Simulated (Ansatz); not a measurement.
NO$_{2}$, doublet, at a GFN2-xTB geometry. Base run: PBE/6-31G* in Ansatz (a program for electronic structure).

Geometry (Å):
```xyz
3

O      1.0999    -0.1448     0.0006
N      0.0042     0.2948     0.0105
O     -1.1035    -0.1131    -0.0098
```
Charge 0, spin multiplicity 2.
Orbitals are unrestricted.
All else is at Ansatz's defaults.
Base energy -204.88529 Eh.

Variants of this job, named by their change:

```
change                                                           ΔE vs base (mEh)
---------------------------------------------------------------  ----------------
base                                                                        0.000
nuclear_model = gaussian                                                    0.032
final_grid = 6, 12, 29                                                     -0.017
lower_state_search = off                                                    0.000
point_charge = charge:0.5 position_ang:2.6642, -3.0939, -0.3918            -1.649
point_charge = charge:1.0 position_ang:-0.5652, 3.5186, -2.0698             0.972
forces = on                                                                 0.000
final_grid = 10, 20, 41                                                     0.000
fitting.mean_field = cc-pVTZ-JKFIT                                         -0.050
accuracy = high                                                             0.001
lower_state_search = light                                                  0.000
```
